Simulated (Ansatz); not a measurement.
Reaction (substitution at a C–O bond): `C=C([SiH3])OC` + `NC(O)(O)F` → `COC(N)(O)F` + `C=C(O)[SiH3]`

Calculated with Ansatz (gas phase, PBE0-D4/def2-TZVP geometries, no zero-point term in ΔE). CCSD(T)/CBS adds triple-zeta CCSD(T) − MP2 to the extrapolated MP2 energy (def2 sets, frozen cores). Functionals use def2-TZVPP. B3LYP here is the variant with VWN-RPA as its local correlation; programs differ in this. Each species was taken in one conformer, which may not be the lowest.

| species | B3LYP-D4 energy (Eh) |
| --- | --- |
| `C=C([SiH3])OC` | -483.93823 |
| `NC(O)(O)F` | -345.73934 |
| `COC(N)(O)F` | -385.05685 |
| `C=C(O)[SiH3]` | -444.61491 |

Question: Work out ΔE.

Answer: ΔE = (-385.05685) + (-444.61491) − (-483.93823) − (-345.73934) = 0.00581 Eh = +3.6 kcal/mol. CCSD(T)/CBS gives +3.5 kcal/mol.

Largest T1 diagnostic among the species: 0.013.
